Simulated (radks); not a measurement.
Ce VII, 52 electrons, occupied as [Kr] 4d(3/2: 4, 5/2: 5) 5s2 5p(1/2: 2, 3/2: 3) (not the ground configuration). Calculated with a radial shooting solver on a logarithmic mesh with Libxc functionals: Dirac Kohn-Sham, BLYP, spin-unpolarised, spherical densities, finite nucleus; Fermi nuclear charge, rms radius 4.8771 fm.

Spin-orbit splittings of the eigenvalues, e(l+1/2) - e(l-1/2), with zeta = 2 splitting/(2l+1) and mean radii in bohr:

| shell | occ. | splitting (eV) | zeta (eV) | <r> j=l-1/2 | <r> j=l+1/2 |
|---|---|---|---|---|---|
| 2p | 6 | 446.7 | 297.8 | 0.08794 | 0.09415 |
| 3p | 6 | 87.84 | 58.56 | 0.2680 | 0.2801 |
| 3d | 10 | 18.87 | 7.548 | 0.2512 | 0.2550 |
| 4p | 6 | 19.45 | 12.97 | 0.6483 | 0.6743 |
| 4d | 9 | 3.504 | 1.402 | 0.7195 | 0.7282 |
| 5p | 5 | 3.880 | 2.586 | 1.501 | 1.555 |
